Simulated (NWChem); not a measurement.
System: C₄H₁₂O₃Si; SMILES CO[Si](C)(OC)OC

Here is an NWChem input.

```
start job
memory heap 200 mb stack 900 mb global 1100 mb
geometry units angstroms noautosym nocenter noautoz
  C     -1.559376     2.154674    -0.396485
  O     -0.294865     1.510882    -0.401930
  Si     0.000000     0.000000     0.195881
  C      0.000000     0.000000     2.069869
  O      1.455895    -0.500080    -0.401930
  C      2.645690     0.273123    -0.396485
  O     -1.161029    -1.010802    -0.401930
  C     -1.086314    -2.427796    -0.396485
  H     -2.307776     1.562783    -0.936680
  H     -1.919993     2.331029     0.626927
  H     -1.449474     3.123728    -0.893093
  H      0.816739     0.613560     2.467929
  H      0.122989    -1.014097     2.467929
  H     -0.939728     0.400536     2.467929
  H      2.507298     1.217201    -0.936680
  H      3.429965    -0.306582    -0.893093
  H      2.978727     0.497249     0.626927
  H     -0.199522    -2.779984    -0.936680
  H     -1.980491    -2.817146    -0.893093
  H     -1.058733    -2.828277     0.626927
end
basis spherical
  C library 6-31g*
  O library 6-31g*
  Si library 6-31g*
  H library 6-31g*
end
dft
  xc m05-2x
  iterations 150
end
cosmo
  do_cosmo_smd true
  solvent hexane
end
task dft energy
```

Parts of the log:

```
             Northwest Computational Chemistry Package (NWChem) 7.3.0
             --------------------------------------------------------

                             Geometry "geometry" -> ""
                             -------------------------

 Output coordinates in angstroms (scale by  1.889725989 to convert to a.u.)

  No.       Tag          Charge          X              Y              Z
 ---- ---------------- ---------- -------------- -------------- --------------
    1 C                    6.0000    -1.55937600     2.15467400    -0.39648500
    2 O                    8.0000    -0.29486500     1.51088200    -0.40193000
    3 Si                  14.0000     0.00000000     0.00000000     0.19588100
    4 C                    6.0000     0.00000000     0.00000000     2.06986900
    5 O                    8.0000     1.45589500    -0.50008000    -0.40193000
    6 C                    6.0000     2.64569000     0.27312300    -0.39648500
    7 O                    8.0000    -1.16102900    -1.01080200    -0.40193000
    8 C                    6.0000    -1.08631400    -2.42779600    -0.39648500
    9 H                    1.0000    -2.30777600     1.56278300    -0.93668000
   10 H                    1.0000    -1.91999300     2.33102900     0.62692700
   11 H                    1.0000    -1.44947400     3.12372800    -0.89309300
   12 H                    1.0000     0.81673900     0.61356000     2.46792900
   13 H                    1.0000     0.12298900    -1.01409700     2.46792900
   14 H                    1.0000    -0.93972800     0.40053600     2.46792900
   15 H                    1.0000     2.50729800     1.21720100    -0.93668000
   16 H                    1.0000     3.42996500    -0.30658200    -0.89309300
   17 H                    1.0000     2.97872700     0.49724900     0.62692700
   18 H                    1.0000    -0.19952200    -2.77998400    -0.93668000
   19 H                    1.0000    -1.98049100    -2.81714600    -0.89309300
   20 H                    1.0000    -1.05873300    -2.82827700     0.62692700

 Effective nuclear repulsion energy (a.u.)     518.6541834437

                                 NWChem DFT Module
                                 -----------------

 Summary of "ao basis" -> "ao basis" (spherical)
 ------------------------------------------------------------------------------
       Tag                 Description            Shells   Functions and Types
 ---------------- ------------------------------  ------  ---------------------
 C                           6-31g*                  6       14   3s2p1d
 O                           6-31g*                  6       14   3s2p1d
 Si                          6-31g*                  8       18   4s3p1d
 H                           6-31g*                  2        2   2s

 in cosmo_initialize ...
 calling solv_data for solv:hexane

 solvent parameters
 solvname_short: hexane
 solvname_long:  n-hexane
 dielec:        1.8819
 dielecinf:     1.8903
 nonaqueous SMD model solvent descriptors
 dielec:        1.8819
 sola:          0.0000
 solb:          0.0000
 solc:          0.0000
 solg:         25.7500
 solh:          0.0000
 soln:          1.3749

          ---------------
          -cosmo- solvent
          ---------------
 Cosmo: York-Karplus, doi: 10.1021/jp992097l
 dielectric constant -eps-     =   1.88
 screen = (eps-1)/(eps    )    =   0.46862
 surface charge correction     = lagrangian

   van der Waals surface
 --------------------------

[...]

                                COSMO-SMD solvation results
                                ---------------------------

             internal energy in gas <Psi(g)|H|Psi(g)> =      -674.843661223987
         internal energy in solvent <Psi(s)|H|Psi(s)> =      -674.843508685721
                               delta internal energy  =         0.000152538266 (    0.10 kcal/mol)
   total free energy in solvent <Psi(s)|H+V/2|Psi(s)> =      -674.847209423412
 polarization energy contribution <Psi(s)|V/2|Psi(s)> =        -0.003700737690 (   -2.32 kcal/mol)
    total free energy in solvent including G(SMD-CDS) =      -674.848116210239
                       G(SMD-CDS) energy contribution =        -0.000906786827 (   -0.57 kcal/mol)
     1 M fixed-concentration free energy of solvation =        -0.004454986252 (   -2.80 kcal/mol)

                       DFT Final Molecular Orbital Analysis
                       ------------------------------------

 Vector   35  Occ=2.000000D+00  E=-3.518035D-01
              MO Center= -8.1D-01, -3.4D-01, -3.1D-01, r^2= 4.0D+00
   Bfn.  Coefficient  Atom+Function         Bfn.  Coefficient  Atom+Function
  ----- ------------  ---------------      ----- ------------  ---------------
    93      0.368254   7 O  pz               97      0.298874   7 O  pz
    19     -0.285351   2 O  pz               23     -0.234060   2 O  pz
    91     -0.230946   7 O  px               95     -0.179202   7 O  px
   107     -0.145531   8 C  pz               18     -0.144784   2 O  py
   140     -0.143122  20 H  s               136      0.133505  18 H  s

 Vector   36  Occ=2.000000D+00  E=-3.517971D-01
              MO Center=  8.1D-01,  3.4D-01, -3.1D-01, r^2= 4.0D+00
   Bfn.  Coefficient  Atom+Function         Bfn.  Coefficient  Atom+Function
  ----- ------------  ---------------      ----- ------------  ---------------
    65      0.377314   5 O  pz               69      0.307661   5 O  pz
    19     -0.260445   2 O  pz               23     -0.209950   2 O  pz
    64     -0.185448   5 O  py               18     -0.167281   2 O  py
    79     -0.147134   6 C  pz              130      0.143787  15 H  s
    68     -0.137980   5 O  py              134     -0.135855  17 H  s

 Vector   37  Occ=2.000000D+00  E=-3.385120D-01
              MO Center=  1.9D-04,  2.7D-04,  4.4D-01, r^2= 4.5D+00
   Bfn.  Coefficient  Atom+Function         Bfn.  Coefficient  Atom+Function
  ----- ------------  ---------------      ----- ------------  ---------------
    51      0.312609   4 C  pz               19      0.265351   2 O  pz
    65      0.265326   5 O  pz               93      0.265206   7 O  pz
    55      0.240447   4 C  pz               23      0.201469   2 O  pz
    69      0.201462   5 O  pz               97      0.201367   7 O  pz
    37     -0.155659   3 Si pz               52     -0.151174   4 C  s

 Vector   38  Occ=0.000000D+00  E= 1.149638D-01
              MO Center= -1.4D-03, -4.8D-05,  7.8D-01, r^2= 7.2D+00
   Bfn.  Coefficient  Atom+Function         Bfn.  Coefficient  Atom+Function
  ----- ------------  ---------------      ----- ------------  ---------------
    52      1.405391   4 C  s                38     -1.179133   3 Si s
   124     -0.467509  12 H  s               126     -0.467555  13 H  s
   128     -0.467859  14 H  s                 6      0.443954   1 C  s
    80      0.442663   6 C  s               108      0.443423   8 C  s
    20      0.437967   2 O  s                66      0.437945   5 O  s

 Vector   39  Occ=0.000000D+00  E= 1.376926D-01
              MO Center= -2.5D-01,  1.2D-02,  1.4D-01, r^2= 6.8D+00
   Bfn.  Coefficient  Atom+Function         Bfn.  Coefficient  Atom+Function
  ----- ------------  ---------------      ----- ------------  ---------------
     6      0.844619   1 C  s                39      0.719803   3 Si px
   108     -0.709056   8 C  s                40     -0.670888   3 Si py
    66     -0.612918   5 O  s               122     -0.433840  11 H  s
   120     -0.370087  10 H  s                20      0.360287   2 O  s
   138      0.338914  19 H  s               136      0.333647  18 H  s

 Vector   40  Occ=0.000000D+00  E= 1.377304D-01
              MO Center=  2.5D-01, -1.2D-02,  1.4D-01, r^2= 6.8D+00
   Bfn.  Coefficient  Atom+Function         Bfn.  Coefficient  Atom+Function
  ----- ------------  ---------------      ----- ------------  ---------------
    80      0.896799   6 C  s                40     -0.719595   3 Si py
    39     -0.670834   3 Si px              108     -0.565519   8 C  s
    94     -0.562183   7 O  s                20      0.499217   2 O  s
   132     -0.446291  16 H  s               140      0.343055  20 H  s
     6     -0.330716   1 C  s               130     -0.330387  15 H  s

     Multipole analysis of the density
     ---------------------------------

     L   x y z        total         alpha         beta         nuclear
     -   - - -        -----         -----         ----         -------
     0   0 0 0     -0.000000    -37.000000    -37.000000     74.000000

     1   1 0 0      0.000212      0.000098      0.000098      0.000017
     1   0 1 0     -0.000077     -0.000044     -0.000044      0.000011
     1   0 0 1      0.581375     -1.763206     -1.763206      4.107786

     2   2 0 0    -37.767517   -263.127590   -263.127590    488.487663
     2   1 1 0      0.001818      0.000889      0.000889      0.000040
     2   1 0 1     -0.000081     -0.000036     -0.000036     -0.000009
     2   0 2 0    -37.766846   -263.127296   -263.127296    488.487747
     2   0 1 1     -0.002132     -0.001058     -0.001058     -0.000015
     2   0 0 2    -41.713629   -123.393062   -123.393062    205.072495
```

Level: M05-2X/6-31G* (spherical d), SMD on the gas-phase geometry. All runs use the structure optimised with B3LYP/6-31G* (spherical d). Not confirmed as a minimum by frequencies. Solvent: n-hexane.
